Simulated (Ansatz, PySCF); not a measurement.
In(Br)(OMe)(NH2) (CH₅BrInNO), SMILES C[O][In]([NH2])[Br]. Atoms are numbered in the order given.

```xyz
10

In     0.4823     0.0815    -0.0328
Br    -1.7909     0.0213     0.9844
O      0.6626    -0.9817    -1.7228
C      1.9028    -1.2107    -2.3431
H      2.5532    -1.9023    -1.7702
H      1.7223    -1.6764    -3.3291
H      2.4886    -0.2861    -2.5281
N      2.0490     0.9734     0.9308
H      1.7588     1.7005     1.5849
H      2.7580     1.3652     0.3104
```

Geometry optimised at B3LYP-D3(BJ)/def2-SVP. The def2 effective core potentials stand for the cores of In; spin–orbit coupling is left out. One conformer was computed; it need not be the lowest.

Two levels are set side by side: PBE-D3(BJ)/def2-SVP (Ansatz, a program for electronic structure) and B3LYP-D3(BJ)/def2-SVP (Ansatz). Each level has its own optimised geometry; the coordinates shown are those of the second. Frequencies come from the Hessian of PySCF at each geometry. Differences are taken from unrounded values.

```csv
quantity,B3LYP-D3(BJ),PBE-D3(BJ),PBE-D3(BJ) minus B3LYP-D3(BJ)
mean bond length (Å),1.479,1.490,0.011
bond In1–Br2 (Å),2.491,2.497,0.006
bond In1–O3 (Å),2.005,2.025,0.020
bond In1–N8 (Å),2.044,2.065,0.021
bond O3–C4 (Å),1.405,1.412,0.006
bond C4–H5 (Å),1.109,1.117,0.008
bond C4–H6 (Å),1.105,1.114,0.008
bond C4–H7 (Å),1.110,1.118,0.008
bond N8–H9 (Å),1.020,1.030,0.010
bond N8–H10 (Å),1.020,1.030,0.010
highest harmonic wavenumber (cm⁻¹),3607,3508,-99
mean harmonic wavenumber (cm⁻¹),1209,1176,-32
zero-point energy (kcal/mol),41.46,40.35,-1.11
```

Exact exchange shortens and stiffens bonds; PBE has none. Differences between two approximate levels are no errors against the true value.
